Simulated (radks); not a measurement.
Coulomb parameter of the 3d shell of neutral nickel in the model configuration [Ar] 3d7 4s2 4p1, as a second difference U = [E(n + 0.25) + E(n - 0.25) - 2 E(n)] / (0.25)^2 with all orbitals relaxed. "Bare": the charge of the atom changes with n. "Screened": the 4p shell takes up the change at fixed total charge, which measures U(3d,3d) + U(4p,4p) - 2 U(3d,4p). Method: scalar-relativistic Kohn-Sham, PBE, spin-unpolarised, spherical densities, point nucleus; computed with a radial shooting solver on a logarithmic mesh with Libxc functionals.

case                     configuration  E - E(n) (eV)
start                 [Ar] 3d7 4s2 4p1          0.000
bare +0.25         [Ar] 3d7.25 4s2 4p1         -3.620
bare -0.25         [Ar] 3d6.75 4s2 4p1          4.510
screened +0.25  [Ar] 3d7.25 4s2 4p0.75         -3.201
screened -0.25  [Ar] 3d6.75 4s2 4p1.25          3.599

U(bare) = 14.252 eV, U(screened by 4p) = 6.360 eV, against the Slater integral F0(3d,3d) = 27.278 eV with frozen orbitals. The step up makes a negative ion, whose loosely bound charge lowers the bare value.
